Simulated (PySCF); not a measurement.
## Calculated data, AlClFH, AlH3N

Calculation on a computer-drawn molecule: vertical ionisation energy to the stated ion spin, frozen-core CCSD(T) at the basis limit and cheaper methods, single-reference cases, UHF for radicals, no spin-orbit; all values are single points at the evaluated structure, the first of each entry, which is the reference or a displaced copy of it and isn't optimised; the reference structure only sets the zero of the energies above reference; triples share is (T) over the correlation energy. Program: PySCF 2.14.0.

Common to all runs: multiplicity 1; ion multiplicity 2; diffuse functions no; basis cc-pV(n+d)Z; reference is the Hartree-Fock double-zeta minimum; best is HF at quadruple zeta + MP2 correlation extrapolated from triple and quadruple zeta + CCSD(T) minus MP2 at triple zeta; basis step is the size of the change from the same recipe one zeta lower.

```json
{"entry": 1, "formula": "AlClFH", "evaluated_structure": {"atoms_angstrom": [["F", -0.8456, -0.8182, 2.1393], ["Al", -0.3982, -1.3774, 0.6544], ["Cl", -1.9702, -1.8622, -0.5788], ["H", 1.0803, -1.6417, 0.3278]]}, "reference_structure": {"atoms_angstrom": [["F", -0.8204, -0.812, 2.1693], ["Al", -0.4066, -1.3671, 0.6778], ["Cl", -1.9573, -1.7998, -0.6592], ["H", 1.0887, -1.553, 0.3048]]}, "given": {"charge": 0, "drawn_bonds_atom": [1, 2, 2], "drawn_bonds_other_atom": [2, 3, 4], "drawn_bonds_order": [1, 1, 1]}, "results": {"ionisation_energy_best [eV]": 12.48, "ionisation_energy_basis_step [eV]": 0.08998, "energy_above_reference_best [kcal/mol]": 0.4974, "energy_above_reference_basis_step [kcal/mol]": 0.1114, "triple_zeta_method": ["HF", "PBE", "r2SCAN", "B3LYP", "wB97X", "MP2", "CCSD", "CCSD(T)"], "triple_zeta_ionisation_energy [eV]": [11.32, 11.64, 11.85, 11.99, 12.3, 12.44, 12.22, 12.26], "triple_zeta_energy_above_reference [kcal/mol]": [0.5594, 0.7267, 0.4964, 0.5964, 0.3983, 0.5704, 0.5944, 0.6259], "ionisation_energy_Koopmans_at_triple_zeta [eV]": 12.86, "ionisation_energy_EOM_CCSD_at_triple_zeta [eV]": 12.37, "total_energy_HF_triple_zeta [hartree]": -801.6606, "total_energy_CCSD(T)_triple_zeta [hartree]": -802.2178, "total_energy_best [hartree]": -802.3206, "T1_diagnostic_at_triple_zeta": 0.01078, "D1_diagnostic_at_triple_zeta": 0.02911, "ion_T1_diagnostic_at_triple_zeta": 0.0335, "ion_D1_diagnostic_at_triple_zeta": 0.1818, "ion_spin_squared_at_triple_zeta": 0.7609, "triples_share_at_triple_zeta": 0.03178, "basis_functions_triple_zeta": 122, "dipole_magnitude_HF_at_triple_zeta [debye]": 1.599, "dipole_magnitude_CCSD_unrelaxed_at_triple_zeta [debye]": 1.426, "dipole_magnitude_PBE_at_triple_zeta [debye]": 1.335, "dipole_magnitude_r2SCAN_at_triple_zeta [debye]": 1.371, "dipole_magnitude_B3LYP_at_triple_zeta [debye]": 1.428, "dipole_magnitude_wB97X_at_triple_zeta [debye]": 1.459}}
{"entry": 2, "formula": "AlClFH", "evaluated_structure": {"atoms_angstrom": [["F", -0.8456, -0.8182, 2.1393], ["Al", -0.3982, -1.3774, 0.6544], ["Cl", -1.9702, -1.8622, -0.5788], ["H", 1.3458, -1.6892, 0.2692]]}, "reference_structure": {"atoms_angstrom": [["F", -0.8204, -0.812, 2.1693], ["Al", -0.4066, -1.3671, 0.6778], ["Cl", -1.9573, -1.7998, -0.6592], ["H", 1.0887, -1.553, 0.3048]]}, "given": {"charge": 0, "drawn_bonds_atom": [1, 2, 2], "drawn_bonds_other_atom": [2, 3, 4], "drawn_bonds_order": [1, 1, 1]}, "results": {"ionisation_energy_best [eV]": 12.01, "ionisation_energy_basis_step [eV]": 0.06688, "energy_above_reference_best [kcal/mol]": 8.544, "energy_above_reference_basis_step [kcal/mol]": 0.2798, "triple_zeta_method": ["HF", "PBE", "r2SCAN", "B3LYP", "wB97X", "MP2", "CCSD", "CCSD(T)"], "triple_zeta_ionisation_energy [eV]": [11.17, 11.28, 11.44, 11.61, 11.97, 11.77, 11.94, 11.88], "triple_zeta_energy_above_reference [kcal/mol]": [9.64, 7.415, 8.339, 8.74, 8.786, 9.246, 8.764, 8.627], "ionisation_energy_Koopmans_at_triple_zeta [eV]": 12.32, "ionisation_energy_EOM_CCSD_at_triple_zeta [eV]": 12.0, "total_energy_HF_triple_zeta [hartree]": -801.6461, "total_energy_CCSD(T)_triple_zeta [hartree]": -802.2050, "total_energy_best [hartree]": -802.3078, "T1_diagnostic_at_triple_zeta": 0.01123, "D1_diagnostic_at_triple_zeta": 0.02923, "ion_T1_diagnostic_at_triple_zeta": 0.03262, "ion_D1_diagnostic_at_triple_zeta": 0.1746, "ion_spin_squared_at_triple_zeta": 0.7627, "triples_share_at_triple_zeta": 0.03216, "basis_functions_triple_zeta": 122, "dipole_magnitude_HF_at_triple_zeta [debye]": 1.211, "dipole_magnitude_CCSD_unrelaxed_at_triple_zeta [debye]": 1.091, "dipole_magnitude_PBE_at_triple_zeta [debye]": 1.025, "dipole_magnitude_r2SCAN_at_triple_zeta [debye]": 1.031, "dipole_magnitude_B3LYP_at_triple_zeta [debye]": 1.098, "dipole_magnitude_wB97X_at_triple_zeta [debye]": 1.098}}
{"entry": 3, "formula": "AlClFH", "evaluated_structure": {"atoms_angstrom": [["F", -0.8456, -0.8182, 2.1393], ["Al", -0.3982, -1.3774, 0.6544], ["Cl", -1.9702, -1.8622, -0.5788], ["H", 1.367, -1.6929, 0.2645]]}, "reference_structure": {"atoms_angstrom": [["F", -0.8204, -0.812, 2.1693], ["Al", -0.4066, -1.3671, 0.6778], ["Cl", -1.9573, -1.7998, -0.6592], ["H", 1.0887, -1.553, 0.3048]]}, "given": {"charge": 0, "drawn_bonds_atom": [1, 2, 2], "drawn_bonds_other_atom": [2, 3, 4], "drawn_bonds_order": [1, 1, 1]}, "results": {"ionisation_energy_best [eV]": 11.96, "ionisation_energy_basis_step [eV]": 0.06486, "energy_above_reference_best [kcal/mol]": 9.752, "energy_above_reference_basis_step [kcal/mol]": 0.2783, "triple_zeta_method": ["HF", "PBE", "r2SCAN", "B3LYP", "wB97X", "MP2", "CCSD", "CCSD(T)"], "triple_zeta_ionisation_energy [eV]": [11.09, 11.25, 11.4, 11.58, 11.92, 11.7, 11.88, 11.82], "triple_zeta_energy_above_reference [kcal/mol]": [10.97, 8.504, 9.526, 9.942, 10.03, 10.52, 9.978, 9.824], "ionisation_energy_Koopmans_at_triple_zeta [eV]": 12.25, "ionisation_energy_EOM_CCSD_at_triple_zeta [eV]": 11.95, "total_energy_HF_triple_zeta [hartree]": -801.6440, "total_energy_CCSD(T)_triple_zeta [hartree]": -802.2031, "total_energy_best [hartree]": -802.3059, "T1_diagnostic_at_triple_zeta": 0.01129, "D1_diagnostic_at_triple_zeta": 0.02925, "ion_T1_diagnostic_at_triple_zeta": 0.03049, "ion_D1_diagnostic_at_triple_zeta": 0.1611, "ion_spin_squared_at_triple_zeta": 0.7614, "triples_share_at_triple_zeta": 0.0322, "basis_functions_triple_zeta": 122, "dipole_magnitude_HF_at_triple_zeta [debye]": 1.179, "dipole_magnitude_CCSD_unrelaxed_at_triple_zeta [debye]": 1.065, "dipole_magnitude_PBE_at_triple_zeta [debye]": 1.0, "dipole_magnitude_r2SCAN_at_triple_zeta [debye]": 1.004, "dipole_magnitude_B3LYP_at_triple_zeta [debye]": 1.071, "dipole_magnitude_wB97X_at_triple_zeta [debye]": 1.069}}
{"entry": 4, "formula": "AlH3N", "evaluated_structure": {"atoms_angstrom": [["N", -0.0312, 2.9083, 0.9518], ["Al", 0.66, 2.4755, -0.5486], ["H", -0.812, 3.5337, 1.0761], ["H", 0.2771, 2.5788, 1.8533], ["H", 1.2822, 2.0862, -1.8995]]}, "reference_structure": {"atoms_angstrom": [["N", -0.0312, 2.9083, 0.9518], ["Al", 0.66, 2.4755, -0.5486], ["H", -0.812, 3.5337, 1.0761], ["H", 0.2771, 2.5788, 1.8533], ["H", 1.2822, 2.0862, -1.8995]]}, "given": {"charge": 1, "drawn_bonds_atom": [1, 1, 1, 2], "drawn_bonds_other_atom": [2, 3, 4, 5], "drawn_bonds_order": [1, 1, 1, 1]}, "results": {"ionisation_energy_best [eV]": 16.72, "ionisation_energy_basis_step [eV]": 0.04351, "energy_above_reference_best [kcal/mol]": 0.0, "energy_above_reference_basis_step [kcal/mol]": 0.0, "triple_zeta_method": ["HF", "PBE", "r2SCAN", "B3LYP", "wB97X", "MP2", "CCSD", "CCSD(T)"], "triple_zeta_ionisation_energy [eV]": [15.0, 16.73, 16.54, 16.69, 16.62, 16.68, 16.45, 16.56], "triple_zeta_energy_above_reference [kcal/mol]": [0.0, 0.0, 0.0, 0.0, 0.0, 0.0, 0.0, 0.0], "ionisation_energy_Koopmans_at_triple_zeta [eV]": 17.28, "ionisation_energy_EOM_CCSD_at_triple_zeta [eV]": 16.59, "total_energy_HF_triple_zeta [hartree]": -297.9071, "total_energy_CCSD(T)_triple_zeta [hartree]": -298.2074, "total_energy_best [hartree]": -298.2461, "T1_diagnostic_at_triple_zeta": 0.01206, "D1_diagnostic_at_triple_zeta": 0.02958, "ion_T1_diagnostic_at_triple_zeta": 0.008642, "ion_D1_diagnostic_at_triple_zeta": 0.01962, "ion_spin_squared_at_triple_zeta": 0.7584, "triples_share_at_triple_zeta": 0.03276, "basis_functions_triple_zeta": 111}}
{"entry": 5, "formula": "AlH3N", "evaluated_structure": {"atoms_angstrom": [["N", -0.0128, 2.9031, 0.947], ["Al", 0.6283, 2.4695, -0.5657], ["H", -0.8154, 3.5289, 1.0773], ["H", 0.2743, 2.5918, 1.8327], ["H", 1.2891, 2.0737, -1.9042]]}, "reference_structure": {"atoms_angstrom": [["N", -0.0312, 2.9083, 0.9518], ["Al", 0.66, 2.4755, -0.5486], ["H", -0.812, 3.5337, 1.0761], ["H", 0.2771, 2.5788, 1.8533], ["H", 1.2822, 2.0862, -1.8995]]}, "given": {"charge": 1, "drawn_bonds_atom": [1, 1, 1, 2], "drawn_bonds_other_atom": [2, 3, 4, 5], "drawn_bonds_order": [1, 1, 1, 1]}, "results": {"ionisation_energy_best [eV]": 16.77, "ionisation_energy_basis_step [eV]": 0.04374, "energy_above_reference_best [kcal/mol]": 0.7404, "energy_above_reference_basis_step [kcal/mol]": 0.03882, "triple_zeta_method": ["HF", "PBE", "r2SCAN", "B3LYP", "wB97X", "MP2", "CCSD", "CCSD(T)"], "triple_zeta_ionisation_energy [eV]": [15.05, 16.78, 16.59, 16.73, 16.67, 16.73, 16.49, 16.61], "triple_zeta_energy_above_reference [kcal/mol]": [0.5824, 0.84, 0.7172, 0.7553, 0.7078, 0.7839, 0.7314, 0.7671], "ionisation_energy_Koopmans_at_triple_zeta [eV]": 17.33, "ionisation_energy_EOM_CCSD_at_triple_zeta [eV]": 16.64, "total_energy_HF_triple_zeta [hartree]": -297.9062, "total_energy_CCSD(T)_triple_zeta [hartree]": -298.2062, "total_energy_best [hartree]": -298.2450, "T1_diagnostic_at_triple_zeta": 0.01191, "D1_diagnostic_at_triple_zeta": 0.02903, "ion_T1_diagnostic_at_triple_zeta": 0.008626, "ion_D1_diagnostic_at_triple_zeta": 0.01978, "ion_spin_squared_at_triple_zeta": 0.7583, "triples_share_at_triple_zeta": 0.03261, "basis_functions_triple_zeta": 111}}
{"entry": 6, "formula": "AlH3N", "evaluated_structure": {"atoms_angstrom": [["N", 0.0201, 2.9135, 0.9223], ["Al", 0.6392, 2.5454, -0.5398], ["H", -0.83, 3.518, 1.0909], ["H", 0.2442, 2.6045, 1.8384], ["H", 1.3061, 2.1008, -1.8586]]}, "reference_structure": {"atoms_angstrom": [["N", -0.0312, 2.9083, 0.9518], ["Al", 0.66, 2.4755, -0.5486], ["H", -0.812, 3.5337, 1.0761], ["H", 0.2771, 2.5788, 1.8533], ["H", 1.2822, 2.0862, -1.8995]]}, "given": {"charge": 1, "drawn_bonds_atom": [1, 1, 1, 2], "drawn_bonds_other_atom": [2, 3, 4, 5], "drawn_bonds_order": [1, 1, 1, 1]}, "results": {"ionisation_energy_best [eV]": 17.07, "ionisation_energy_basis_step [eV]": 0.04528, "energy_above_reference_best [kcal/mol]": 4.798, "energy_above_reference_basis_step [kcal/mol]": 0.1919, "triple_zeta_method": ["HF", "PBE", "r2SCAN", "B3LYP", "wB97X", "MP2", "CCSD", "CCSD(T)"], "triple_zeta_ionisation_energy [eV]": [15.38, 17.06, 16.89, 17.03, 16.97, 17.03, 16.8, 16.91], "triple_zeta_energy_above_reference [kcal/mol]": [4.539, 4.809, 4.411, 4.579, 4.322, 4.929, 4.767, 4.875], "ionisation_energy_Koopmans_at_triple_zeta [eV]": 17.64, "ionisation_energy_EOM_CCSD_at_triple_zeta [eV]": 16.94, "total_energy_HF_triple_zeta [hartree]": -297.8999, "total_energy_CCSD(T)_triple_zeta [hartree]": -298.1997, "total_energy_best [hartree]": -298.2385, "T1_diagnostic_at_triple_zeta": 0.01102, "D1_diagnostic_at_triple_zeta": 0.02564, "ion_T1_diagnostic_at_triple_zeta": 0.008604, "ion_D1_diagnostic_at_triple_zeta": 0.01987, "ion_spin_squared_at_triple_zeta": 0.7582, "triples_share_at_triple_zeta": 0.03225, "basis_functions_triple_zeta": 111}}
{"entry": 7, "formula": "AlH3N", "evaluated_structure": {"atoms_angstrom": [["N", 0.0201, 2.9135, 0.9223], ["Al", 0.6947, 2.5124, -0.6708], ["H", -0.83, 3.518, 1.0909], ["H", 0.2442, 2.6045, 1.8384], ["H", 1.3616, 2.0678, -1.9896]]}, "reference_structure": {"atoms_angstrom": [["N", -0.0312, 2.9083, 0.9518], ["Al", 0.66, 2.4755, -0.5486], ["H", -0.812, 3.5337, 1.0761], ["H", 0.2771, 2.5788, 1.8533], ["H", 1.2822, 2.0862, -1.8995]]}, "given": {"charge": 1, "drawn_bonds_atom": [1, 1, 1, 2], "drawn_bonds_other_atom": [2, 3, 4, 5], "drawn_bonds_order": [1, 1, 1, 1]}, "results": {"ionisation_energy_best [eV]": 16.33, "ionisation_energy_basis_step [eV]": 0.03958, "energy_above_reference_best [kcal/mol]": 3.654, "energy_above_reference_basis_step [kcal/mol]": 0.2794, "triple_zeta_method": ["HF", "PBE", "r2SCAN", "B3LYP", "wB97X", "MP2", "CCSD", "CCSD(T)"], "triple_zeta_ionisation_energy [eV]": [14.58, 16.34, 16.15, 16.29, 16.21, 16.29, 16.04, 16.16], "triple_zeta_energy_above_reference [kcal/mol]": [5.104, 2.984, 3.777, 3.758, 4.191, 3.631, 3.823, 3.556], "ionisation_energy_Koopmans_at_triple_zeta [eV]": 16.92, "ionisation_energy_EOM_CCSD_at_triple_zeta [eV]": 16.19, "total_energy_HF_triple_zeta [hartree]": -297.8989, "total_energy_CCSD(T)_triple_zeta [hartree]": -298.2018, "total_energy_best [hartree]": -298.2403, "T1_diagnostic_at_triple_zeta": 0.01334, "D1_diagnostic_at_triple_zeta": 0.03413, "ion_T1_diagnostic_at_triple_zeta": 0.009081, "ion_D1_diagnostic_at_triple_zeta": 0.02044, "ion_spin_squared_at_triple_zeta": 0.7593, "triples_share_at_triple_zeta": 0.0339, "basis_functions_triple_zeta": 111}}
{"entry": 8, "formula": "AlH3N", "evaluated_structure": {"atoms_angstrom": [["N", 0.0201, 2.9135, 0.9223], ["Al", 0.7136, 2.5011, -0.7156], ["H", -0.83, 3.518, 1.0909], ["H", 0.2442, 2.6045, 1.8384], ["H", 1.3805, 2.0565, -2.0344]]}, "reference_structure": {"atoms_angstrom": [["N", -0.0312, 2.9083, 0.9518], ["Al", 0.66, 2.4755, -0.5486], ["H", -0.812, 3.5337, 1.0761], ["H", 0.2771, 2.5788, 1.8533], ["H", 1.2822, 2.0862, -1.8995]]}, "given": {"charge": 1, "drawn_bonds_atom": [1, 1, 1, 2], "drawn_bonds_other_atom": [2, 3, 4, 5], "drawn_bonds_order": [1, 1, 1, 1]}, "results": {"ionisation_energy_best [eV]": 16.09, "ionisation_energy_basis_step [eV]": 0.03777, "energy_above_reference_best [kcal/mol]": 6.478, "energy_above_reference_basis_step [kcal/mol]": 0.4543, "triple_zeta_method": ["HF", "PBE", "r2SCAN", "B3LYP", "wB97X", "MP2", "CCSD", "CCSD(T)"], "triple_zeta_ionisation_energy [eV]": [14.33, 16.11, 15.91, 16.05, 15.97, 16.05, 15.8, 15.92], "triple_zeta_energy_above_reference [kcal/mol]": [8.594, 5.475, 6.703, 6.61, 7.318, 6.437, 6.743, 6.331], "ionisation_energy_Koopmans_at_triple_zeta [eV]": 16.69, "ionisation_energy_EOM_CCSD_at_triple_zeta [eV]": 15.95, "total_energy_HF_triple_zeta [hartree]": -297.8934, "total_energy_CCSD(T)_triple_zeta [hartree]": -298.1974, "total_energy_best [hartree]": -298.2358, "T1_diagnostic_at_triple_zeta": 0.01435, "D1_diagnostic_at_triple_zeta": 0.03766, "ion_T1_diagnostic_at_triple_zeta": 0.0093, "ion_D1_diagnostic_at_triple_zeta": 0.02081, "ion_spin_squared_at_triple_zeta": 0.7598, "triples_share_at_triple_zeta": 0.03454, "basis_functions_triple_zeta": 111}}
```
